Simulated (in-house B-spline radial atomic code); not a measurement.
# PBEsol excitations of neutral barium

Method: PBEsol. Computed with an all-electron radial atomic-structure program (B-spline basis): linear response of the closed shell [Xe] 6s2 with the functional's adiabatic kernel; scalar-relativistic (spin-free one-electron X2C), finite nucleus, no spin-orbit coupling, no double excitations, S, P, D and F terms only; shells from n = 4 respond.

Spin-orbit coupling is strong here, so these LS terms don't match observed levels.

Command:
```bash
python run_td.py task.json out
```
Settings (radii: box in bohr, nucleus in fm):
```
Z                        56
electrons                56
configuration            [Xe] 6s2
hamiltonian              x2c
method                   pbesol
box_radius               75
rms_radius               4.8378
intervals                76
```

Time taken, with all properties: 2.1 s on 1 thread of Arm Neoverse N1 (shared host).

The lowest states, in the order of their Tamm-Dancoff energies; the method's threshold (minus the highest occupied level) is 3.244 eV. Labels give the largest channel, * marks a mixed state, and oscillator strengths are full-response dipole values. Measured ¹D terms are left out, since they can mix with doubly excited terms. Semilocal kernels can invert the small singlet-triplet splittings of Rydberg terms. Energies in eV:

```csv
state,full response,Tamm-Dancoff,oscillator strength,measured (J-weighted term)
6s → 5d 3D,0.517,0.734,-,1.160
6s → 5d 1D,1.286,1.299,-,-
6s → 6p 3P,1.382,1.493,-,1.622
6s → 6p 1P,?,?,?,?
6s → 7s 3S,?,?,-,-
```

Where does 6s → 6p 1P lie?

At 2.467 eV in full response, 2.591 eV in Tamm-Dancoff, oscillator strength 1.97; measured 2.239 eV.

Where does 6s → 7s 3S lie?

At 3.055 eV in full response, 3.059 eV in Tamm-Dancoff.

How large is the singlet-triplet splitting of 6s → 5d (D terms) in Tamm-Dancoff?

0.565 eV, from the unrounded values.

What polarisabilities and dispersion coefficient does the method give?

Dipole 258.5 bohr³, quadrupole 9302 bohr⁵, C6 4983 hartree·bohr⁶ for two such species. Recommended dipole value: 272 ± 10 bohr³ (Schwerdtfeger and Nagle, table of static dipole polarizabilities (2023 update)), which includes relativity and correlation.
